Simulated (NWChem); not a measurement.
CF2, singlet; SMILES F[C]F

```xyz
3

F      1.0237     0.0000    -0.1970
C      0.0000     0.0000     0.5911
F     -1.0237     0.0000    -0.1970
```
Atoms are numbered in this order, from 1.

Results from NWChem. Pople sets run with spherical d functions. Low-valent species are run as closed-shell singlets; no triplet was tried in these runs. Structure relaxed at the PBE0/def2-SVP level. Vertical excitations in the gas phase; the lowest state need not have the same character in each row.

For level B3LYP/6-31+G*, TDA:

| Property | Value |
|---|---|
| orbital gap (eV) | 5.96 |

**Question.** What are these values for level BHandHLYP/6-31+G*, TDA?

**Answer.** orbital gap (eV): 9.44
